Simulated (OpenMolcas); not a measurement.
**Ar+: effect of the IPEA shift**

```
Program             : OpenMolcas 26.06
Basis               : ANO-RCC-VDZP [4s3p1d]
Scalar Hamiltonian  : DKH2, point nucleus
Active space        : 7 electrons in 4 orbitals (3s 3p)
State averaging     : 2S+1 = 2 odd, 3 roots; 2S+1 = 2 even, 1 root
Spin-orbit coupling : state interaction with AMFI integrals over the reference wave functions, term energies averaged over their components
```

Methods on the same reference wave functions:
A. CASSCF
B. SS-CASPT2, IPEA 0 Eh, imaginary shift 0.1 Eh (closed shells correlated: 2s 2p)
C. SS-CASPT2, IPEA 0.25 Eh, imaginary shift 0.1 Eh (closed shells correlated: 2s 2p)

Energies in cm-1 above 3s2 3p5 2P* 3/2, the measured ground level; measured values from NIST Handbook of Basic Atomic Spectroscopic Data.

| Level | A | B | C | Measured |
| --- | --- | --- | --- | --- |
| 3s2 3p5 2P* 3/2 | 0.0 | 0.0 | 0.0 | 0.0 |
| 3s2 3p5 2P* 1/2 | 1370 | 1370 | 1370 | 1432 |
| 3s 3p6 2S 1/2 | 150965 | 122400 | 126409 | 108722 |

Deviations, from unrounded energies. A percentage is the sum of absolute deviations over the sum of measured energies, with the sign that they share, or ± where signs differ.

```tsv
Against measurement	Levels	A	B	C
mean absolute deviation (cm-1)	2	21000	6900	8900
fine structure of the ground term (%)	1	-4.3	-4.3	-4.3
other configurations (%)	1	+38.9	+12.6	+16.3
```

B lies closest to measurement on these levels and A furthest from it. The largest miss of B in the table is 3s 3p6 2S 1/2, by +14000 cm-1. The ranking rests on the paired levels alone, and a cruder setting can come out closer through cancelling errors.

Between B and C the level of the table that moves most is 3s 3p6 2S 1/2, by 4000 cm-1 (lowest in B, highest in C).

The lowest spin-free term lies below A's lowest term by 0.146 hartree in B, 0.142 hartree in C.

Over all roots computed the reference weight is 0.85 to 0.95 in B, 0.88 to 0.96 in C; the roots of lowest weight are the least certain, and an intruder state may touch them. Without dynamic correlation excited terms often stand tens of per cent too high (terms of higher spin than the ground term too low), and those without a measured partner can miss by more than the paired ones (holds for A). Computed and measured levels are paired by configuration, term and J; levels that our copy of the source lacks, or whose pairing is in doubt (as where it misses far off the trend of its configuration), stay unpaired and out of the deviations. Levels of configurations outside the active space are missing.

* marks odd parity.
